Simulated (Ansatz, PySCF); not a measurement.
Reaction (SMILES): NC1CCC1 -> NC1C[CH]C1 + H atom (the C-H bond at the site shown breaks; other sites are not compared here)
Structures are relaxed separately at B3LYP-D3(BJ)/def2-TZVP in Ansatz (a quantum-chemistry and plane-wave program), one conformer each, not searched for the lowest.

Wanted: bond dissociation energy (enthalpy at 298 K, with B3LYP-D3(BJ) rigid-rotor harmonic-oscillator terms from PySCF), in kcal/mol. Valence correlation only, unless marked. Open shells are spin-unrestricted. No spin-orbit coupling. Non-relativistic. Basis-set limits of correlation are two-point, X^-3; Hartree-Fock from the larger set. [CCSD(T)-MP2]/basis is that difference in the basis named.

```csv
level,program,bond dissociation energy (kcal/mol)
BLYP/def2-TZVPD,Ansatz,94.4
B3LYP-D4/def2-TZVPD,Ansatz + dftd4,(withheld)
PBE0/def2-TZVPD,Ansatz,94.9
B2GP-PLYP-D4/def2-TZVPD,Ansatz + dftd4,(withheld)
"RI-MP2/CBS(cc-pVTZ,cc-pVQZ)+[CCSD(T)-MP2]/cc-pVTZ",Ansatz,100.8
```

Problem. Some entries are withheld; supply them.

Solution. 
- B3LYP-D4/def2-TZVPD, bond dissociation energy (kcal/mol): 97.0
- B2GP-PLYP-D4/def2-TZVPD, bond dissociation energy (kcal/mol): 97.6
